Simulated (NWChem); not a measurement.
System meant: C2H3AlBrF; SMILES [CH](=C)[Al]([Br])[F]

Here is an NWChem input.

```
start job
memory heap 200 mb stack 900 mb global 1100 mb
geometry units angstroms noautoz
  Al    -0.602808    -0.691745     0.000000
  F     -2.265171    -0.897518     0.000000
  Br     0.188956     1.426510     0.000000
  C      0.612250    -2.194926     0.000000
  C      1.951705    -2.010471     0.000000
  H      0.232823    -3.234256     0.000000
  H      2.664967    -2.855233     0.000000
  H      2.403042    -1.001823     0.000000
end
basis spherical
  * library def2-svp
end
dft
  odft
  mult 2
  xc b3lyp
  iterations 150
  mulliken
end
task dft energy
```

End of the output:

```
 Summary of "ao basis" -> "ao basis" (spherical)
 ------------------------------------------------------------------------------
       Tag                 Description            Shells   Functions and Types
 ---------------- ------------------------------  ------  ---------------------
 Al                         def2-svp                 8       18   4s3p1d
 F                          def2-svp                 6       14   3s2p1d
 Br                         def2-svp                12       32   5s4p3d
 C                          def2-svp                 6       14   3s2p1d
 H                          def2-svp                 3        5   2s1p

 Summary of "ao basis" -> "ao basis" (spherical)
 ------------------------------------------------------------------------------
       Tag                 Description            Shells   Functions and Types
 ---------------- ------------------------------  ------  ---------------------
 Al                         def2-svp                 8       18   4s3p1d
 F                          def2-svp                 6       14   3s2p1d
 Br                         def2-svp                12       32   5s4p3d
 C                          def2-svp                 6       14   3s2p1d
 H                          def2-svp                 3        5   2s1p

      Symmetry analysis of basis
      --------------------------

        a'         77
        a"         30

  number of electrons :                   72
  multiplicity        :                    2
 ------------------------------------------------------------------------
  no. of electrons and multiplicity not compatible                  72
 ------------------------------------------------------------------------
 ------------------------------------------------------------------------
  current input line :
    23: task dft energy
 ------------------------------------------------------------------------
 ------------------------------------------------------------------------
 There is an error in the input file
 ------------------------------------------------------------------------
 For more information see the NWChem manual at https://nwchemgit.github.io

0: no. of electrons and multiplicity not compatible:Received an Error in Communication
```

### Question
Can this run be used? If not, why, and what is the fix?

### Answer
The input was rejected before any calculation. Cause: the multiplicity doesn't fit the number of electrons (an even count wants an odd multiplicity, and the reverse). This input runs:
```
start job
memory heap 200 mb stack 900 mb global 1100 mb
geometry units angstroms noautoz
  Al    -0.602808    -0.691745     0.000000
  F     -2.265171    -0.897518     0.000000
  Br     0.188956     1.426510     0.000000
  C      0.612250    -2.194926     0.000000
  C      1.951705    -2.010471     0.000000
  H      0.232823    -3.234256     0.000000
  H      2.664967    -2.855233     0.000000
  H      2.403042    -1.001823     0.000000
end
basis spherical
  * library def2-svp
end
dft
  xc b3lyp
  iterations 150
  mulliken
end
task dft energy
```
It converges to -2994.09355 Ha (B3LYP/def2-SVP).
